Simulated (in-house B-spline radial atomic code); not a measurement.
# Ionising Zr VIII (Zr7+) with different functionals

Computed with an all-electron radial atomic-structure program (B-spline basis): four-component Dirac-Coulomb Hamiltonian, Fermi nucleus of rms radius 4.2694 fm, spin-restricted, spherical fractional occupations for the functionals, and exact exchange of hybrids averaged over the configuration. The ionisation energy is the difference of two self-consistent energies, [Ar] 3d10 4s2 4p3 → [Ar] 3d10 4s2 4p2, without Breit or QED terms; ε is the level of the shell that loses the electron (mean over j). The electron is taken from both j subshells in proportion to 2j + 1, so the result is a j average, not the step between ground levels.

```
   method                    rung  ΔSCF (eV)  -ε(4p) (eV)
BHandHLYP           global hybrid     133.09       128.76
     PBE0           global hybrid     133.17       126.50
    HSE06  range-separated hybrid     133.13       126.02
    wB97X  range-separated hybrid     132.98       128.93
```

(1) Among the functionals, which spreads more, the ΔSCF values or the orbital energies?

(2) How do they compare with the NIST value?

## Answers

(1) The orbital energies: ΔSCF values span about 0.19 eV and the orbital energies 2.92 eV; here energy differences depend much less on the functional than eigenvalues do.

(2) NIST lists 133.7 eV ± 0.5 (semi-empirical, ground level to ground level). Errors run from -0.72 to -0.53 eV; all lie within about twice that uncertainty, so the table can't rank the methods.
